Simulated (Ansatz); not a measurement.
Consider the formal exchange of groups at the Al–O bond: `C[O][AlH][GeH3]` + `C#CCCCC` → `C#[C][AlH][GeH3]` + `CCCCOC`.

Gas-phase electronic energies from Ansatz, PBE0-D4/def2-TZVP geometries. CCSD(T)/CBS is the MP2 limit (def2-TZVPP, def2-QZVPP) plus CCSD(T) − MP2 in def2-TZVPP, frozen cores. For Ge outer-core shells are correlated without core-valence functions, which leaves a few kJ/mol of doubt a bond. Scalar relativity is left out up to krypton. One conformer a species, not always the lowest.

| level | ΔE (kcal/mol) |
| --- | --- |
| SCS-MP2/def2-QZVPP | 30.6 |
| HF/CBS(def2) | 28.4 |

**Question.** What does CCSD(T)/CBS give? (Estimate.)

**Answer.** The calculation gave: +29.8 kcal/mol. The listed levels differ from it by 0.8, -1.4 kcal/mol.

Largest T1 diagnostic among the species: 0.013.

The D4 term adds +0.9 kcal/mol with B3LYP and +0.5 kcal/mol with PBE0; it sums over pairs of atoms, weighted by their polarisabilities, and B3LYP, whose exchange is more repulsive, gets the larger term. In def2-TZVPP, CCSD(T) changes the Hartree–Fock value by +1.1 kcal/mol (the triples alone add −0.2 kcal/mol) and MP2 by +3.1 kcal/mol.

B3LYP here is the variant with VWN-RPA as its local correlation; programs differ in this.
